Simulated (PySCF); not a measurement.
B(F)(OMe)(SMe) (C2H6BFOS), SMILES COB(F)SC.

Coordinates come from a B3LYP-D3(BJ)/def2-SVP optimisation. The values are those of a single conformer.

Computed with PBE/def2-TZVP run with PySCF.

Gas-phase values at a fixed geometry.

Computed frontier levels, gap, dipole moment and polarisability:
```json
{
 "highest_occupied_level": "-5.86 eV",
 "lowest_empty_level": "-0.26 eV",
 "orbital_gap": "5.60 eV",
 "dipole_moment": "2.49 D",
 "quadrupole, principal values (traceless, Buckingham form, about the centre of nuclear charge)": "-4.33, -1.81, 6.14 D·Å",
 "mean_static_polarisability": "63.9 bohr³ (9.46 Å³)",
 "polarisability_principal_values": "48.5, 64.0, 79.0 bohr³"
}
```
